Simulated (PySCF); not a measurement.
**Shapes and spin states of [CoCl2]+**

All numbers come from PBE0 in PySCF with Co def2-TZVP, Cl def2-TZVP; no relativity; density-fitted integrals.

Relaxations began from a few typed shapes and spin states; open shells are unrestricted. The search is not exhaustive: other isomers or separated fragments can lie lower, and high-lying points may rest on an excited occupation.

**Question.** Which is the lowest minimum found?
A. broken-symmetry Ms = 0 (⟨S²⟩ 2.02) D∞h: Co–Cl 2.043 Å (×2); Cl–Co–Cl 180.0°
B. broken-symmetry Ms = 1 (⟨S²⟩ 2.79) C2v: Co–Cl 2.124 Å (×2); Cl–Co–Cl 80.3°
C. quintet D∞h: Co–Cl 2.037 Å (×2); Cl–Co–Cl 180.0°
D. singlet (closed shell, unstable to spin polarisation) C2v: Co–Cl 1.963 Å (×2); Cl–Co–Cl 116.6°
E. singlet (closed shell, unstable to spin polarisation) D∞h: Co–Cl 1.969 Å (×2); Cl–Co–Cl 180.0°
F. quintet D∞h: Co–Cl 2.037 Å (×2); Cl–Co–Cl 180.0°
G. singlet (closed shell, unstable to spin polarisation) C2v: Co–Cl 1.969 Å (×2); Cl–Co–Cl 116.0°
H. broken-symmetry Ms = 1 (⟨S²⟩ 3.02) D∞h: Co–Cl 2.095 Å (×2); Cl–Co–Cl 180.0°

**Answer.** C. The others lie at 0.2 (quintet D∞h), 59.3 (broken-symmetry Ms = 1 D∞h), 60.6 (broken-symmetry Ms = 1 C2v), 120.9 (broken-symmetry Ms = 0 D∞h), 239.9 (singlet C2v), 241.2 (singlet C2v), 268.5 (singlet D∞h, a saddle point) kJ/mol above it.

Formally Co is in oxidation state +3, d6, with 4 unpaired electrons (the high-spin count). The Mulliken spin on Co is 2.96. The polar-tensor charge on Co, 1.33, is far below the formal one.

For the lowest minimum: with open d or f shells other occupations or spin states may lie lower.

The electron or spin density has lower symmetry than the nuclear frame for the broken-symmetry Ms = 1 (⟨S²⟩ 3.02) D∞h at 59.3 kJ/mol, singlet (closed shell, unstable to spin polarisation) C2v at 239.9 kJ/mol.
